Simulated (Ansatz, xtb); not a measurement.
C5H6O2: 3 structures ranked

3 gas-phase structures of C5H6O2, from a drawn sample of its isomers (lower ones may exist). Each was relaxed with GFN2-xTB; where two conformers were screened, the lower at r2SCAN-D4/def2-SVP is listed:

A. `O=C[C@@H]1C[C@H]1C=O`, a singlet
B. `O=C[C@@H]1C[C@@H]1C=O`, a singlet
C. `O=CC1(C=O)CC1`, a singlet

Q: Make a reasoned guess at their ranking by r2SCAN-D4/def2-SVP single-point energy.

A: Calculated order at r2SCAN-D4/def2-SVP: C (0.000), A (0.013), B (0.146) eV. Less than 1 kcal/mol parts C and A, so the order within that pair means little.

Energies above the lowest of each column, in eV; the last columns are at PBE0-D3(BJ)/def2-SVP geometries:

| structure | GFN2-xTB | HF/STO-3G | r2SCAN-D4/def2-SVP | PBE0-D3(BJ)/def2-SVP | CCSD(T)/def2-SVP + ΔMP2/def2-TZVPP |
| --- | --- | --- | --- | --- | --- |
| C | 0.000 | 0.000 | 0.000 | 0.000 | 0.000 |
| A | 0.022 | 0.019 | 0.013 | 0.017 | 0.011 |
| B | 0.063 | 0.046 | 0.146 | 0.134 | 0.125 |

Every level run on C puts it lowest or level with the lowest. Flexible structures stand in one conformer each, not always the lowest. ΔMP2 is the change of the MP2 energy from the smaller to the larger basis.

Programs: Ansatz 0.2.0, xtb 6.7.1.
